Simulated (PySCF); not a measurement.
Potential energy curve for SMILES C=N (CH3N). The C1–N4 bond (C1 also carries H, H; N4 carries H) is varied alone, starting from the PBE0/def2-TZVP optimised geometry.

Calculation: PySCF with CCSD(T) on UHF/cc-pVDZ, 2 core orbitals frozen.

Q: Relative to R = 1.30 Å, what are the energies at R = 1.00, 1.08, 1.58, 1.89 Å?

A: 196.5 mEh at 1.00 Å, 84.1 mEh at 1.08 Å, 64.4 mEh at 1.58 Å, 157.0 mEh at 1.89 Å.

The unrestricted determinant behind UCCSD(T) is spin-contaminated at 1.30 to 4.40 Å (<S²> up to 2.0, against 0.00 for a pure singlet).
